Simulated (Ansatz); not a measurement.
Ansatz (a quantum-chemistry and plane-wave program) input:

Ansatz 0.2 input:
```yaml
crystal:
  periodic: [false, false, false]
  atoms:
    - {symbol: C, position_ang: [-1.89250856, -0.24898190, 0.15829436]}
    - {symbol: C, position_ang: [-0.77498054, -1.02860056, 0.19296365]}
    - {symbol: C, position_ang: [0.59694303, -0.69797606, 0.05745118]}
    - {symbol: C, position_ang: [1.07104325, 0.59258622, -0.15204584]}
    - {symbol: N, position_ang: [1.47413724, 1.67735991, -0.32843774]}
    - {symbol: H, position_ang: [-1.83610857, 0.82274702, 0.00639728]}
    - {symbol: H, position_ang: [-2.87552666, -0.68570982, 0.28302589]}
    - {symbol: H, position_ang: [-0.94699913, -2.09498305, 0.35168856]}
    - {symbol: H, position_ang: [1.33669064, -1.48573980, 0.11797233]}
basis:
  gaussian:
    orbitals: aug-cc-pVDZ
total_charge: -1
magnetization: {spin_polarized: false}
correlation: {method: ccsd_t, electrons: outside_noble_gas}
output: {forces: true}
```

Q: Which total energy does the run end on?

A: -209.02242 Eh (CCSD(T)/aug-cc-pVDZ). The basis has 151 functions. The run takes roughly 3 core-minutes.

It need not be the lowest isomer of its formula. Whether it binds its extra electron was not tested at this geometry.
